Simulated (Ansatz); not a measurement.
`C[SiH2]O[SiH2]F` + `[OH][GeH3]` → `C[O][GeH3]` + `F[SiH2]O[SiH3]` at 700 K and 1 bar (substitution at a C–Si bond).

Gas-phase electronic energies from Ansatz, PBE0-D4/def2-TZVP geometries. CCSD(T)/CBS is the MP2 limit (def2-TZVPP, def2-QZVPP) plus CCSD(T) − MP2 in def2-TZVPP, frozen cores. For Ge outer-core shells are correlated without core-valence functions, which leaves a few kJ/mol of doubt a bond. Scalar relativity is left out up to krypton. Each species was taken in one conformer, which may not be the lowest.

```
          species  CCSD(T)/CBS energy (Eh)  H − E (kJ/mol)  S (J/(mol·K))
`C[SiH2]O[SiH2]F`               -795.56184           297.9          522.3
     `[OH][GeH3]`              -2153.69723           141.7          338.7
     `C[O][GeH3]`              -2192.93708           231.6          399.1
 `F[SiH2]O[SiH3]`               -756.28164           203.2          455.5
```

H − E and S are ideal-gas, rigid-rotor, harmonic terms from PBE0-D4/def2-TZVP, for one conformer and one mirror image of each species. 1 Eh = 2625.50 kJ/mol, R = 8.31446 J/(mol·K).

**Question.** By hand: ΔE, ΔH, ΔS and ΔG.

**Answer.** ΔE = (-2192.93708) + (-756.28164) − (-795.56184) − (-2153.69723) = 0.04035 Eh = 105.9 kJ/mol. Δ(H − E) = 231.6 + 203.2 − 297.9 − 141.7 = -4.8, so ΔH = 101.1 kJ/mol. ΔS = 399.1 + 455.5 − 522.3 − 338.7 = -6.4 J/(mol·K). ΔG = 101.1 − 700 × (-6.4)/1000 = 105.6 kJ/mol.

**Question.** By hand: the equilibrium constant, and the temperature at which ΔG would vanish if ΔH and ΔS stayed fixed.

**Answer.** log₁₀ K = −ΔG/(RT ln 10) = -7.9. ΔH and −TΔS have one sign here, so there is no such temperature.

The number of gas molecules stays the same, so ΔS is small and ΔH decides. A doubt of 5 kJ/mol in ΔE shifts log₁₀ K by 0.4 here. Other conformers and mirror images would add mixing entropy, several J/(mol·K) or more a flexible species. Modes under 60 cm⁻¹, often nearly free rotors, make the harmonic entropy too high. These are equilibria of isolated gas molecules and say nothing of rates. Largest T1 diagnostic: 0.011 (customary marks: 0.02 for closed shells, 0.045 for open ones).

ΔS is within the doubt of such terms, so its sign, and with it that verdict, could turn.
